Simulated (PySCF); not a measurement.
Molecule: SMILES [SiH3][SiH2][SiH2][SiH2][SiH3], H₁₂Si₅.

Geometry:
| atom | x (Å) | y (Å) | z (Å) |
| --- | --- | --- | --- |
| Si1 | 2.297 | 0.920 | -0.933 |
| Si2 | 1.684 | -0.994 | 0.274 |
| Si3 | 0.040 | -0.405 | 1.846 |
| Si4 | -2.059 | -0.563 | 0.811 |
| Si5 | -2.057 | 0.550 | -1.254 |
| H6 | 1.110 | 1.524 | -1.611 |
| H7 | 3.333 | 0.606 | -1.964 |
| H8 | 2.856 | 1.925 | 0.024 |
| H9 | 2.903 | -1.534 | 0.956 |
| H10 | 1.144 | -2.048 | -0.642 |
| H11 | 0.281 | 1.000 | 2.305 |
| H12 | 0.089 | -1.310 | 3.037 |
| H13 | -2.348 | -2.012 | 0.569 |
| H14 | -3.133 | -0.003 | 1.691 |
| H15 | -1.122 | -0.145 | -2.192 |
| H16 | -3.426 | 0.549 | -1.853 |
| H17 | -1.605 | 1.965 | -1.085 |

Geometry PBE0-D3(BJ)/def2-SVP throughout; GIAO in PySCF 2.14, gas phase, one conformer, non-relativistic; equivalent atoms averaged; basis pcSseg-1.

Question: How do the absolute shieldings σ depend on the functional? (ppm; last column core-seconds on shared hosts with different chips, so compare them loosely)

Answer: 
```tsv
functional	kind	Si1/Si5	Si3	Si2/Si4	H6/H7/H8/H15/H16/H17	H11/H12	H9/H10/H13/H14	core-s
HF	Hartree–Fock	483.2	495.6	495.9	28.28	28.43	28.51	11
LDA	LDA	433.5	441.4	444.5	26.97	26.93	27.02	18
PBE	GGA	441.3	450.5	452.9	27.49	27.48	27.58	23
BLYP	GGA	427.7	433.7	435.9	27.75	27.76	27.86	24
BP86	GGA	438.9	447.9	450.3	27.55	27.55	27.65	24
OPBE	GGA	459.6	471.6	473.5	27.55	27.55	27.65	24
KT2	GGA	465.6	474.4	476.9	27.51	27.49	27.58	24
KT3	GGA	463.5	471.6	473.6	27.79	27.79	27.89	24
B97-D	GGA	445.6	453.6	455.5	27.83	27.86	27.95	25
B3LYP	global hybrid	439.0	446.8	448.7	27.82	27.87	27.96	20
PBE0	global hybrid	454.3	465.7	467.6	27.63	27.67	27.76	36
mPW1PW91	global hybrid	451.2	462.6	464.4	27.71	27.75	27.84	20
WP04	global hybrid	423.0	427.9	429.2	28.46	28.50	28.59	21
B97-2	global hybrid	455.5	466.5	467.9	27.80	27.85	27.94	21
BHandHLYP	global hybrid	455.2	465.0	465.9	27.96	28.06	28.13	21
CAM-B3LYP	range-separated hybrid	446.3	455.9	457.0	27.79	27.88	27.95	31
wB97X-D	range-separated hybrid	454.6	467.2	468.8	27.78	27.85	27.94	40
LC-wPBE	range-separated hybrid	460.8	476.2	476.8	27.80	27.90	27.97	40
```

Question: Which nucleus moves most, in ppm?

Answer: Si3 (silicon bonded to 2 Si, 2 H): from 427.9 ppm with WP04 to 495.6 ppm with HF. The smallest spread is 1.49 ppm, at H6/H7/H8/H15/H16/H17.
